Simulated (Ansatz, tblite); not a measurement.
Isomers of AgSe₂ (doublet), found by a short tight-binding search and relaxed with B3LYP-D4/def2-TZVP in Ansatz.

In the def2 sets Ag takes a core potential; there is no spin–orbit coupling. The xTB rows come from tblite. LC-ωPBE has ω = 0.4 bohr⁻¹. Correlated methods freeze 18 core orbitals; core or outer-core shells of Ag, Se are correlated, in sets that lack core-valence functions.

Other spin states were run for one of them alone.

A:

```xyz
3

Ag   -1.651   -0.089   -1.132
Se    1.161    0.906    1.214
Se    0.491   -0.817   -0.082
```

B:

```xyz
3

Ag   -0.4723    1.3795    0.5509
Se    1.1686   -0.6595    0.4483
Se   -0.6962   -0.7201   -0.9993
```

Estimate which lies lowest at each level, and how far above it the others are (kJ/mol).


| level | A | B |
| --- | --- | --- |
| GFN1-xTB | 23.8 | 0.0 |
| GFN2-xTB | 0.0 | 7.3 |
| HF/def2-SVP | 0.0 | 13.1 |
| PBE-D4/def2-TZVP | 0.0 | 20.4 |
| r2SCAN-D4/def2-TZVP | 0.0 | 14.8 |
| PBE0-D4/def2-TZVP | 0.0 | 8.7 |
| LC-ωPBE/def2-TZVP | 0.2 | 0.0 |
| B2PLYP/def2-TZVP | 0.0 | 6.3 |
| MP2/def2-SVP | 23.2 | 0.0 |
| CCSD/def2-SVP | 7.2 | 0.0 |
| CCSD(T)/def2-SVP | 10.9 | 0.0 |
Point groups (tolerance 0.1 Å): A Cs, B C2v. Lower isomers may exist.
